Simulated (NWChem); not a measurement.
System: C$_{3}$H$_{8}$Si; SMILES C=CC[SiH3]

Parts of the log:

```
             Northwest Computational Chemistry Package (NWChem) 7.3.0
             --------------------------------------------------------

 C1  symmetry detected

                             Geometry "geometry" -> ""
                             -------------------------

 Output coordinates in angstroms (scale by  1.889725989 to convert to a.u.)

  No.       Tag          Charge          X              Y              Z
 ---- ---------------- ---------- -------------- -------------- --------------
    1 Si                  14.0000     0.23913217    -1.54321870    -0.00051334
    2 C                    6.0000    -0.80674708     0.02968797    -0.17576461
    3 C                    6.0000    -0.15332355     1.22227701     0.44221268
    4 C                    6.0000     0.40826119     2.23651323    -0.22083106
    5 H                    1.0000    -0.51150524    -2.72266382    -0.53474683
    6 H                    1.0000     1.52078650    -1.40162611    -0.75571978
    7 H                    1.0000     0.55600020    -1.79381923     1.43993284
    8 H                    1.0000    -1.78131523    -0.17531002     0.30124994
    9 H                    1.0000    -0.99888690     0.19258437    -1.24941707
   10 H                    1.0000    -0.11748461     1.23319527     1.53967015
   11 H                    1.0000     0.40544823     2.27886504    -1.31515231
   12 H                    1.0000     0.88996336     3.06296707     0.30766781

 Effective nuclear repulsion energy (a.u.)     152.5964099988

                                 NWChem DFT Module
                                 -----------------

 Summary of "ao basis" -> "ao basis" (spherical)
 ------------------------------------------------------------------------------
       Tag                 Description            Shells   Functions and Types
 ---------------- ------------------------------  ------  ---------------------
 Si                        def2-tzvp                13       37   5s5p2d1f
 C                         def2-tzvp                11       31   5s3p2d1f
 H                         def2-tzvp                 4        6   3s1p

            General Information
            -------------------
          SCF calculation type: DFT
          Wavefunction type:  closed shell.
          No. of atoms     :    12
          No. of electrons :    40
           Alpha electrons :    20
            Beta electrons :    20
          Charge           :     0
          Spin multiplicity:     1
          Use of symmetry is: off; symmetry adaption is: off
          Maximum number of iterations: 150
          AO basis - number of functions:   178
                     number of shells:    78
          Convergence on energy requested:  1.00D-06
          Convergence on density requested:  1.00D-05
          Convergence on gradient requested:  5.00D-04

              XC Information
              --------------
                     Hartree-Fock (Exact) Exchange  1.000
                   CAM-Becke88 Exchange Functional  1.000
                      VWN V Correlation Functional  0.190 local
              Lee-Yang-Parr Correlation Functional  0.810

           Range-Separation Parameters
           ---------------------------
           Alpha           :  0.19
           Beta            :  0.46
           Gamma           :  0.33
           Short-Range HF  :     F

             Grid Information
             ----------------
          Grid used for XC integration:  medium
          Radial quadrature: Mura-Knowles
          Angular quadrature: Lebedev.
          Tag              B.-S. Rad. Rad. Pts. Rad. Cut. Ang. Pts.
          ---              ---------- --------- --------- ---------
          Si                  1.10       88          12.0       590
          C                   0.70       49          13.0       434
          H                   0.35       45          14.0       434
          Grid pruning is: on
          Number of quadrature shells:   595
          Spatial weights used:  Erf1

      Superposition of Atomic Density Guess
      -------------------------------------

 Sum of atomic energies:        -405.84786871

      Non-variational initial energy
      ------------------------------

 Total energy =    -408.158422
 1-e energy   =    -858.248270
 2-e energy   =     297.493437
 HOMO         =      -0.296894
 LUMO         =       0.001938

     ---------------------------------------------
      Total Density - Mulliken Population Analysis
     ---------------------------------------------

    Atom       Charge   Shell Charges
 -----------   ------   -------------------------------------------------------
    1 Si  14    13.65   2.00  0.59  1.39  0.88  0.47  4.11  1.73  0.52  1.30  0.47  0.09  0.09  0.02
    2 C    6     6.54   0.86  1.12  0.55  0.68  0.10  1.25  1.49  0.43  0.01  0.05  0.00
    3 C    6     6.07   0.86  1.12  0.57  0.60  0.08  1.17  1.25  0.32  0.02  0.07  0.01
    4 C    6     6.43   0.86  1.12  0.58  0.66  0.12  1.25  1.32  0.47  0.01  0.03  0.01
    5 H    1     1.05   0.23  0.55  0.27  0.01
    6 H    1     1.05   0.23  0.55  0.27  0.01
    7 H    1     1.05   0.23  0.55  0.27  0.01
    8 H    1     0.81   0.23  0.43  0.12  0.02
    9 H    1     0.82   0.24  0.44  0.13  0.02
   10 H    1     0.84   0.24  0.45  0.13  0.02
   11 H    1     0.84   0.24  0.45  0.13  0.02
   12 H    1     0.84   0.24  0.45  0.13  0.02

   convergence    iter        energy       DeltaE   RMS-Dens  Diis-err
 ---------------- ----- ----------------- --------- --------- ---------
 d= 0,ls=0.0,diis     1   -408.5322494287 -5.61D+02  2.53D-03  6.49D-01
 d= 0,ls=0.0,diis     2   -408.5772992135 -4.50D-02  8.60D-04  2.00D-02
 d= 0,ls=0.0,diis     3   -408.5781580803 -8.59D-04  3.43D-04  1.69D-02
 d= 0,ls=0.0,diis     4   -408.5801512289 -1.99D-03  7.69D-05  5.30D-04
 d= 0,ls=0.0,diis     5   -408.5802092161 -5.80D-05  2.88D-05  7.09D-05
  Resetting Diis
 d= 0,ls=0.0,diis     6   -408.5802181357 -8.92D-06  8.69D-06  2.81D-06
 d= 0,ls=0.0,diis     7   -408.5802185556 -4.20D-07  2.70D-06  2.09D-07

         Total DFT energy =     -408.580218555593
      One electron energy =     -862.656493672942
           Coulomb energy =      341.557862799131
    Exchange-Corr. energy =      -40.077997680582
 Nuclear repulsion energy =      152.596409998800

 Numeric. integr. density =       39.999969235513

                       DFT Final Molecular Orbital Analysis
                       ------------------------------------

 Vector   18  Occ=2.000000D+00  E=-3.997307D-01
              MO Center= -2.3D-02, -1.3D+00,  1.7D-01, r^2= 4.2D+00
   Bfn.  Coefficient  Atom+Function         Bfn.  Coefficient  Atom+Function
  ----- ------------  ---------------      ----- ------------  ---------------
   132      0.208130   5 H  s               144     -0.181112   7 H  s
    17     -0.179000   1 Si pz              133      0.144966   5 H  s
    15     -0.142133   1 Si px              131      0.133865   5 H  s
   145     -0.128979   7 H  s               143     -0.116766   7 H  s
    45      0.099688   2 C  pz               16     -0.096863   1 Si py

 Vector   19  Occ=2.000000D+00  E=-3.989055D-01
              MO Center=  5.2D-01, -1.3D+00, -5.5D-02, r^2= 3.2D+00
   Bfn.  Coefficient  Atom+Function         Bfn.  Coefficient  Atom+Function
  ----- ------------  ---------------      ----- ------------  ---------------
   138      0.223480   6 H  s                17     -0.186169   1 Si pz
   144     -0.163442   7 H  s               139      0.153167   6 H  s
    15      0.143236   1 Si px              137      0.143869   6 H  s
    16      0.121675   1 Si py              145     -0.114602   7 H  s
   143     -0.105080   7 H  s               132     -0.096114   5 H  s

 Vector   20  Occ=2.000000D+00  E=-3.120755D-01
              MO Center=  2.1D-02,  1.2D+00,  1.3D-02, r^2= 3.0D+00
   Bfn.  Coefficient  Atom+Function         Bfn.  Coefficient  Atom+Function
  ----- ------------  ---------------      ----- ------------  ---------------
   105      0.251559   4 C  px              108      0.213295   4 C  px
    74      0.201227   3 C  px               77      0.172025   3 C  px
   111      0.159196   4 C  px               16     -0.132800   1 Si py
   106     -0.131216   4 C  py               75     -0.130100   3 C  py
    80      0.124591   3 C  px               43     -0.116788   2 C  px

 Vector   21  Occ=0.000000D+00  E= 4.419297D-02
              MO Center=  1.5D-01,  1.0D+00,  2.0D-02, r^2= 5.0D+00
   Bfn.  Coefficient  Atom+Function         Bfn.  Coefficient  Atom+Function
  ----- ------------  ---------------      ----- ------------  ---------------
     5      0.585724   1 Si s                80     -0.558041   3 C  px
   111      0.521514   4 C  px               73     -0.472563   3 C  s
    18     -0.450922   1 Si px              133     -0.413221   5 H  s
   112     -0.402538   4 C  py               81      0.357059   3 C  py
    20     -0.267865   1 Si pz               74     -0.244533   3 C  px

 Vector   22  Occ=0.000000D+00  E= 5.797145D-02
              MO Center= -1.7D-01, -1.2D+00,  1.6D-02, r^2= 7.4D+00
   Bfn.  Coefficient  Atom+Function         Bfn.  Coefficient  Atom+Function
  ----- ------------  ---------------      ----- ------------  ---------------
    42      4.544574   2 C  s                19     -1.326806   1 Si py
   151     -1.121211   8 H  s                 5     -0.979232   1 Si s
    18      0.954663   1 Si px              157     -0.942333   9 H  s
    81      0.611368   3 C  py               82      0.600649   3 C  pz
   163     -0.601580  10 H  s               139     -0.417509   6 H  s

[...]
```

Level: CAM-B3LYP/def2-TZVP. The geometry was optimised at PBE0/def2-SVP.

Problem. Write an input that gives this output.

Solution. This is not unique; one that fits is the input that was run:
```
start job
memory heap 200 mb stack 900 mb global 1100 mb
geometry units angstroms noautoz
  Si     0.222538    -1.539524    -0.001262
  C     -0.807304     0.041452    -0.197609
  C     -0.160848     1.227474     0.440022
  C      0.424322     2.239493    -0.205790
  H     -0.523084    -2.711935    -0.557547
  H      1.523536    -1.405100    -0.724005
  H      0.501728    -1.796557     1.445831
  H     -1.794868    -0.157813     0.254454
  H     -0.971547     0.208823    -1.275196
  H     -0.152192     1.234982     1.538059
  H      0.448987     2.285004    -1.299710
  H      0.898697     3.060898     0.337014
end
basis spherical
  * library def2-tzvp
end
dft
  xc xcamb88 1.00 lyp 0.81 vwn_5 0.19 hfexch 1.00
  cam 0.33 cam_alpha 0.19 cam_beta 0.46
  iterations 150
  semidirect filesize 400000000
  mulliken
end
task dft energy
```
